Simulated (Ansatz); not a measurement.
Job for Ansatz (a quantum-chemistry and plane-wave program): R-PBE0/def2-TZVPP on GaGe+, 2S+1 = 1, a spin state set in the input, which need not be the lowest, a point of a bond scan (R = 3.137 Å). Charge +1.

Ansatz 0.2 input:
```yaml
crystal:
  periodic: [false, false, false]
  atoms:
    - {symbol: Ga, position_ang: [0.00000000, 0.00000000, 0.00000000]}
    - {symbol: Ge, position_ang: [0.00000000, 0.00000000, 3.13744700]}
basis:
  gaussian:
    orbitals: def2-TZVPP
    pivot_positions_ang: [[0.00000000, 0.00000000, 0.00000000], [0.00000000, 0.00000000, 3.13744700]]
hamiltonian:
  xc: {name: PBE0}
total_charge: 1
output: {forces: true, orbitals: {seedname: ./end}}
```

The head of its log:

```
WARN ansatz: RAYON_NUM_THREADS=1 ignored (pool sized by the plan → 1); use --threads N
Functional definition: PBE0
integrals: 0.03 GiB planned
814 factors; their error is unknown
mean field: 0.34 GiB planned
mean field evaluation 1: about -108872.1652 eV, gradient 9.8e0 eV
mean field evaluation 2: about -108872.2922 eV, gradient 8.0e0 eV
```

Q: Predict the final total energy.

A: -4001.0046 hartree.
